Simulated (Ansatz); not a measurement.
Calculated with Ansatz (gas phase, PBE0-D4/def2-TZVP geometries, no zero-point term in ΔE). CCSD(T)/CBS is the MP2 limit (def2-TZVPP, def2-QZVPP) plus CCSD(T) − MP2 in def2-TZVPP, frozen cores. This one scheme is used for every species. DFT in def2-TZVPP. B3LYP here is the variant with VWN-RPA as its local correlation; programs differ in this. HSE06 is defined as in plane-wave codes. For Ga outer-core shells are correlated without core-valence functions, which leaves a few kJ/mol of doubt a bond. Scalar relativity is left out up to krypton. One conformer a species, not always the lowest.

Consider the cleavage of the Ga–Si bond: `C[SiH2]S[SiH2][GaH2]` + `[OH][AlH2]` → `[AlH2][O][GaH2]` + `C[SiH2]S[SiH3]`.

(1) Is it downhill or uphill in electronic energy at CCSD(T)/CBS, and by how much? (Best estimate.)

(2) What do these levels give: r2SCAN-D4, B3LYP-D4, BHLYP-D4, ωB97X-V, ωB97M-V, B2PLYP, BLYP, HSE06, CAM-B3LYP, MP2/def2-SVP, HF/def2-QZVPP, CCSD/CBS(def2)? (An estimate is asked.)

Largest T1 diagnostic among the species: 0.015.

Results:

(1) The calculation gave: Downhill: ΔE = -60.2 kJ/mol.

(2) Ansatz gave: r2SCAN-D4 -60.3, B3LYP-D4 -61.1, BHLYP-D4 -67.4, ωB97X-V -67.2, ωB97M-V -63.0, B2PLYP -76.8, BLYP -76.0, HSE06 -55.7, CAM-B3LYP -79.9, MP2/def2-SVP -91.6, HF/def2-QZVPP -104.2, CCSD/CBS(def2) -64.4 kJ/mol.

From BLYP to BHLYP (50 % exact exchange), in def2-TZVPP and without D4, ΔE moves by −6.1 kJ/mol. Leaving LDA and LC-ωPBE aside and taking each functional with its dispersion term where it has one, the values, not all of them listed here, spread over 34.9 kJ/mol, from B2PLYP to revPBE-D4. LDA lies +12.5 kJ/mol from PBE without D4.
